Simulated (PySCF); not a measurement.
These 2 structures share the formula C6H17NSi2. Computed with PySCF, PBE0-D3(BJ)/def2-SVP geometry optimisation, gas phase. One conformer each; no zero-point energy, no entropy. No frequencies were run at this level. Point groups hold within 0.08 Å.

Question: Order them by energy at this level, lowest first, and give relative energies in kcal/mol.
A. `[CH2:1]=[C:2]([CH3:3])[Si@H:4]([NH2:5])[SiH2:6][CH2:7][CH2:8][CH3:9]` with C1–C2–Si4–N5 14°, C2–Si4–N5–H -84° and 63°, C2–Si4–Si6–C7 -39°, Si4–Si6–C7–C8 180°, Si6–C7–C8–C9 180°
B. `[CH3:1][C:2]([CH3:3])([CH3:4])[N:5]1[SiH2:6][CH2:7][CH2:8][SiH2:9]1` with C2–N5–Si6–C7 180°, N5–Si6–C7–C8 -30°, Si6–C7–C8–Si9 37°, C7–C8–Si9–N5 -30°

Answer: B (0.0), A (29.1).

As drawn, the higher has an N–H bond, an Si–Si bond and a C=C bond outside aromatic rings, which the lower lacks.

```tsv
SMILES	E (Eh)	E rel (kcal/mol)	dipole (D)	point group	A, B, C (MHz)
CC(C)(C)N1[SiH2]CC[SiH2]1	-871.69883	0.0	0.26	C1	1813, 925.4, 731.9
C=C(C)[Si@H](N)[SiH2]CCC	-871.65240	29.1	1.00	C1	1599, 553.6, 449.5
```
